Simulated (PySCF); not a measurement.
# Electron affinity of Fe by level of theory

Fe⁻ [Ar] 3d7 4s2 (4F) → Fe [Ar] 3d6 4s2 (5D), as a difference of total energies. All numbers are calculated (PySCF 2.14, the non-relativistic Hamiltonian (point nucleus), in def2-TZVPPD). Correlated levels: valence: [Ar] frozen. The calculations carry no spin-orbit coupling.

```csv
method,electron affinity (eV)
UHF,-2.445
MP2 (valence),-0.283
SCS-MP2 (valence),-0.218
CCSD (valence),-0.580
CCSD(T) (valence),-0.345
```

A first-order spin-orbit estimate (lowest level to lowest level, LS coupling) adds 0.018 eV.

These non-relativistic numbers lack the scalar-relativistic shift.

Errors of the correlated levels include the incompleteness of this basis and the frozen core.

A negative affinity means that the anion lies above the atom at that level of theory.

The coupled-cluster amplitudes are large for Fe⁻ (T1 above 0.03 or a double amplitude above 0.15), so a single reference is strained.

For comparison: 0.153 eV (measured; photodetachment measurements, as compiled on the Wikipedia data page of electron affinities).
